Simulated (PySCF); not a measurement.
In(OH)(OMe)(NH2) (CH6InNO2), SMILES C[O][In]([NH2])[OH]. The structure is a stationary point at B3LYP-D3(BJ)/def2-SVP. The structure was generated by enumeration; whether it is a known compound was not checked. The def2 effective core potentials stand for the cores of In; spin–orbit coupling is left out. One conformer was computed; it need not be the lowest.

Computed equilibrium geometry at B3LYP-D3(BJ)/def2-SVP (PySCF confirms it by a frequency run) as bond lengths and angles (one conformer of several):
Atoms: In1 O2 H3 O4 C5 H6 H7 H8 N9 H10 H11. Bonded distances (Å): In1–O2 2.011, In1–O4 2.004, In1–N9 2.047, O2–H3 0.968, O4–C5 1.405, C5–H6 1.108, C5–H7 1.106, C5–H8 1.109, N9–H10 1.021, N9–H11 1.020. Angles (°): O2–In1–O4 115.0, O2–In1–N9 126.2, O4–In1–N9 118.3, In1–O2–H3 111.6, In1–O4–C5 123.3, O4–C5–H6 113.6, O4–C5–H7 108.7, O4–C5–H8 112.9, H6–C5–H7 107.2, H6–C5–H8 107.0, H7–C5–H8 107.1, In1–N9–H10 112.1, In1–N9–H11 113.8, H10–N9–H11 107.6.
